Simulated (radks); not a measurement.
The table gives one normalised radial function P(r) = r R(r) (large component) of Re18+ in [Ar] 3d10 4s2 4p5.5 4d10 4f11.5 (r in bohr). Method: Dirac Kohn-Sham, PBE, spin-unpolarised, spherical densities, point nucleus; open shells are shared between the two j in proportion to 2j + 1; computed with a radial shooting solver on a logarithmic mesh with Libxc functionals.

r	P
0.001417	0.0000
0.001598	0.0000
0.001816	0.0001
0.002064	0.0001
0.002327	0.0001
0.002645	0.0002
0.002982	0.0003
0.003389	0.0004
0.003852	0.0006
0.004343	0.0009
0.004936	0.0012
0.00561	0.0018
0.006326	0.0025
0.00719	0.0035
0.008106	0.0049
0.009213	0.0070
0.01047	0.0099
0.01181	0.0137
0.01342	0.0192
0.01513	0.0263
0.0172	0.0364
0.01954	0.0502
0.02204	0.0674
0.02504	0.0915
0.02846	0.1230
0.03209	0.1608
0.03648	0.2114
0.04113	0.2698
0.04674	0.3446
0.05312	0.4324
0.0599	0.5249
0.06808	0.6309
0.07737	0.7377
0.08724	0.8295
0.09915	0.9056
0.1118	0.9418
0.1271	0.9258
0.1444	0.8367
0.1628	0.6759
0.1851	0.4187
0.2086	0.1054
0.2371	-0.2830
0.2695	-0.6902
0.3039	-1.0473
0.3454	-1.3556
0.3925	-1.5496
0.4426	-1.6082
0.503	-1.5406
0.5672	-1.3757
0.6446	-1.1284
0.7326	-0.8520
0.826	-0.6039
0.9388	-0.3809
1.067	-0.2157
1.203	-0.1134
1.367	-0.0500
1.542	-0.0201
1.752	-0.0064

Which n and l does it have? It may be an empty orbital.

Answer. n = 4, l = 2: the number of nodes gives n - l - 1 = 1, the rise at small r points to l (this Dirac orbital starts as r^gamma with gamma = sqrt((l + 1)^2 - (Z/c)^2) = 2.95; the j = 5/2 orbital of l + 1 starts with the same power, but with a smaller coefficient, and then steepens), and the extent must fit the shell. The curve is that of 4d5/2; the two j differ most near the nucleus, where j = l - 1/2 has the larger amplitude, and in heavy atoms j = l - 1/2 is also the more compact. 4d5/2: eigenvalue -660.08 eV, 1 radial node at r = 0.216 bohr, <r> = 0.487 bohr, 90 % of the charge inside 0.723 bohr.
